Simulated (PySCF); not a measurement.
TMS (`C[Si](C)(C)C`). Computed geometry: GFN2-xTB, gas phase.

```
atom  x, y, z in Å
C1    -0.4066   -1.2134   -1.4194
Si2   -0.0012   -0.0007   -0.0018
C3     0.0081    1.7855   -0.6754
C4    -1.3198   -0.1549    1.3703
C5     1.7161   -0.4155    0.7216
H6    -1.3797   -1.0036   -1.8532
H7    -0.4187   -2.2416   -1.0702
H8     0.3270   -1.1480   -2.2173
H9     0.2425    2.5019    0.1064
H10   -0.9581    2.0579   -1.0892
H11    0.7465    1.9077   -1.4621
H12   -2.3121    0.0753    0.9941
H13   -1.3509   -1.1605    1.7791
H14   -1.1170    0.5258    2.1917
H15    1.7463   -1.4264    1.1171
H16    2.4931   -0.3368   -0.0328
H17    1.9775    0.2592    1.5312
```

**Question.** What is the longest distance between nuclei?

**Answer.** 6 pairs, among them H8···H14, H7···H9 and H10···H15, 4.932 Å down to 4.931 Å.

**Question.** Give the dihedral angles H6–C1–Si2–C5, H7–C1–Si2–C3, C4–Si2–C5–H16.

**Answer.** H6–C1–Si2–C5 180° (antiperiplanar); H7–C1–Si2–C3 180° (antiperiplanar); C4–Si2–C5–H16 180° (antiperiplanar). Dihedral signs follow IUPAC: positive where, seen along the central bond, the front bond turns clockwise onto the rear one.

**Question.** Where is the centre of mass (commonest isotopes), and what is the radius of gyration?

**Answer.** Mass 88.071 u; centre at (-0.001, 0.000, -0.001) Å; Rg = √(Σ m r²/M) = 1.690 Å. As Ia + Ib + Ic = 2 Σ m r², the three principal moments sum to 503.1 u·Å².

**Question.** What are the angles Si2–C1–H6, C1–Si2–C3, Si2–C3–H10, Si2–C4–H12?

**Answer.** From the scalar product of the two bond vectors; for Si2–C1–H6 it is -0.7550 Å² over 1.9091 × 1.0859 Å², cos θ = -0.3642. Si2–C1–H6 111.4°; C1–Si2–C3 109.5°; Si2–C3–H10 111.4°; Si2–C4–H12 111.4°.

**Question.** How far apart are these pairs, which share no bond: Si2···H6, Si2···H7, C5···H7, H7···H17, H10···H13, H12···H17, H16···H17?

**Answer.** Si2···H6 2.517 Å (2 bonds apart); Si2···H7 2.517 Å (2 bonds apart); C5···H7 3.332 Å (3 bonds apart); H7···H17 4.332 Å (4 bonds apart); H10···H13 4.329 Å (4 bonds apart); H12···H17 4.327 Å (4 bonds apart); H16···H17 1.751 Å (2 bonds apart).

**Question.** What is the repulsion energy of the bare nuclei, Σ ZA·ZB/RAB?

**Answer.** 243.40 Eh over 136 pairs, with full nuclear charges and distances in bohr; the largest single term is 23.28 Eh (Si2 with C3, or a pair equal to it).

**Question.** Write the matrix of distances between heavy atoms (Å, lower triangle).

**Answer.** 
```
C1    0.000
Si2   1.909  0.000
C3    3.118  1.909  0.000
C4    3.120  1.909  3.117  0.000
C5    3.119  1.909  3.117  3.115  0.000
```

The point group is Td within 0.08 Å; differences among equivalent distances and angles are scatter left by the optimiser. Not checked by GFN2-xTB frequencies.
